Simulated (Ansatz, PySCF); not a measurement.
Energy difference R1 → 2 P1, each structure at its B3LYP-D3(BJ)/def2-TZVP stationary point, reached from a drawn start (curvature not checked).
R1: H6Sn2 (SMILES [SnH3][SnH3]), charge 0, multiplicity 1.
P1: H3Sn (SMILES [SnH3]), charge 0, multiplicity 2.

```csv
level,reaction energy (kJ/mol),cost
HF/def2-SVP,178.8,-
HF/def2-TZVPP,177.3,-
HF/def2-QZVPP,177.5,-
SVWN5/def2-TZVPP,290.2,×0.7
PBE/def2-TZVPP,246.5,×1
PBE-D3(BJ)/def2-TZVPP,252.3,×1
BLYP/def2-TZVPP,227.8,×1
BLYP-D3(BJ)/def2-TZVPP,241.6,×1
BLYP-D4/def2-TZVPP,239.7,×1
revPBE/def2-TZVPP,227.9,×0.9
revPBE-D3(BJ)/def2-TZVPP,239.0,×0.9
revPBE-D4/def2-TZVPP,237.9,×0.9
r2SCAN/def2-TZVPP,242.4,×2
r2SCAN-D3(BJ)/def2-TZVPP,244.4,×2
r2SCAN-D4/def2-TZVPP,244.0,×2
B97M-V/def2-TZVPP,260.7,×3
B3LYP/def2-TZVPP,237.2,×1
B3LYP-D4/def2-TZVPP,247.5,×1
PBE0/def2-TZVPP,250.0,×1
PBE0-D3(BJ)/def2-TZVPP,256.1,×1
PBE0-D4/def2-TZVPP,255.7,×1
BHLYP/def2-TZVPP,240.4,×1
BHLYP-D3(BJ)/def2-TZVPP,253.0,×1
BHLYP-D4/def2-TZVPP,252.5,×1
CAM-B3LYP/def2-TZVPP,245.1,×2
CAM-B3LYP-D3(BJ)/def2-TZVPP,252.5,×2
CAM-B3LYP-D4/def2-TZVPP,251.4,×2
wB97X-V/def2-TZVPP,268.6,×3
B2PLYP/def2-TZVPP,242.5,×2
B2PLYP-D3(BJ)/def2-TZVPP,250.0,×2
B2PLYP-D4/def2-TZVPP,246.9,×2
MP2/def2-SVP,229.7,-
MP2/def2-TZVPP,241.5,-
MP2/def2-QZVPP,248.6,-
"MP2/CBS(def2-TZVPP, def2-QZVPP)",253.6,-
SCS-MP2/def2-TZVPP,242.6,-
SCS-MP2/def2-QZVPP,250.5,-
CCSD(T)/def2-SVP,229.6,×1
CCSD(T)/def2-TZVPP,242.1,×6
"CCSD(T)/CBS(def2-TZVPP, def2-QZVPP)",253.4,×40*
```

P less R. No zero-point or thermal terms; singlets are restricted closed shells; open shells are unrestricted; no spin–orbit coupling.

Frozen-core correlation throughout. In cc and def2 sets filled d and f shells under p-block atoms count as core. CBS(a, b) extrapolates the correlation energy as X⁻³ and adds the Hartree–Fock energy of set b.

The values were computed with Ansatz (Gaussian orbitals); PySCF for the D3/D4 terms. Each number belongs to the level named beside it. Elements past Kr take the def2 small-core potentials, without spin–orbit coupling.

Costs are rough ratios of core time to PBE/def2-TZVPP (about 4 s over the structures, on one shared machine); a dash marks a level with no comparable run of its own. A star marks coupled-cluster runs past 200 virtual orbitals, where the program's memory plan changes under this machine's limit, so their costs aren't comparable with smaller runs.

Ansatz is a quantum-chemistry and plane-wave program.
